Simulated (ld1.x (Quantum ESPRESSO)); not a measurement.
Which change was made? (Pb, TM)

```json
{"Element": "lead (Pb)", "Generator": "ld1.x (Quantum ESPRESSO) 7.5", "Type": "norm-conserving Troullier–Martins (Kleinman–Bylander form)", "Functional": "PBE", "Relativity": "non-relativistic", "Frozen core": "[Xe] 4f14 5d10", "Valence charge": "4", "Reference configuration": "6s1.5 6p2.5", "Partial waves": "6p (bound): rc 2.65 bohr; 6s (bound): rc 1.85 bohr", "Local potential": "the s channel", "Core correction": "none"}
```

Cutoffs, loose and tight: the cutoffs (Ry, on a coarse ladder) from which the occupation-weighted sum of valence levels, in a spherical-Bessel basis at the reference potential, stays within 10 and 1 mRy of its value at 400 Ry. They do not see the model core or the augmentation charge, which bear on the density cutoff. Test errors are all-electron minus pseudo excitation energies from the reference, over the configurations 6s2 6p2; 6s2 6p1; 6s2 6p0; 6s1 6p3; 6s1 6p0; 6s2 6p2.3; 6s2 6p1.5; variants that change the core or the reference have their own tests.

The base gives: outcome: generated; cutoff, loose: 21 Ry; cutoff, tight: 50 Ry; bound ghosts: none; largest test error (meV): +165.

(1) After one change the result is: outcome: generated; cutoff, loose: 110 Ry; cutoff, tight: 300 Ry; bound ghosts: p, s (extra level of the local part); largest test error (meV): -225. Which change was it?
A. all radii scaled by about 1.23 (s 2.28, p 3.26 bohr)
B. all radii scaled by about 1.40 (s 2.60, p 3.72 bohr)
C. all radii scaled by about 0.74 (s 1.38, p 1.96 bohr)

Answers

(1) C. The others give: all radii scaled by about 1.23 (s 2.28, p 3.26 bohr) → outcome: generated; cutoff, loose: 15 Ry; cutoff, tight: 25 Ry; bound ghosts: none; largest test error (meV): +112 | all radii scaled by about 1.40 (s 2.60, p 3.72 bohr) → outcome: generated; cutoff, loose: 12 Ry; cutoff, tight: 21 Ry; bound ghosts: none; largest test error (meV): +62.
